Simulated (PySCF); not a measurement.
CH2N, SMILES [N]=C, multiplicity 2. Atoms are numbered in the order given.

```xyz
4

C      0.0000     0.0000     0.5009
N      0.0000     0.0000    -0.7366
H      0.0000    -0.9360     1.0754
H      0.0000     0.9360     1.0754
```
Charge 0, spin multiplicity 2.

Geometry: B3LYP-D3(BJ)/def2-TZVPD. The isomer is the one that the SMILES or the coordinates give; other isomers of the formula were not compared.

Computed with PySCF with PBE/pcH-1.

Unrestricted Kohn–Sham, ⟨S²⟩ = 0.757. Hyperfine tensors hold the contact and dipolar terms, without spin-orbit corrections.

Computed hyperfine couplings:
```json
[
 {"nucleus": "13C no. 1", "A(iso) (MHz)": "-63.0", "A(iso) (G)": "-22.5", "dipolar principal values (MHz)": "-17.3, 1.8, 15.5"},
 {"nucleus": "14N no. 2", "A(iso) (MHz)": "13.8", "A(iso) (G)": "4.9", "dipolar principal values (MHz)": "-46.1, -36.9, 83.0"},
 {"nucleus": "1H no. 3", "A(iso) (MHz)": "241.1", "A(iso) (G)": "86.0", "dipolar principal values (MHz)": "-6.4, -3.1, 9.5"},
 {"nucleus": "1H no. 4", "A(iso) (MHz)": "241.1", "A(iso) (G)": "86.0", "dipolar principal values (MHz)": "-6.4, -3.1, 9.5"}
]
```

Task: And the g tensor (effective nuclear charges for spin-orbit coupling, GIAO)? (An estimate is asked for; the answer gives what the named calculation found.)

Result: principal values 2.0008, 2.0023, 2.0051; isotropic 2.0027.
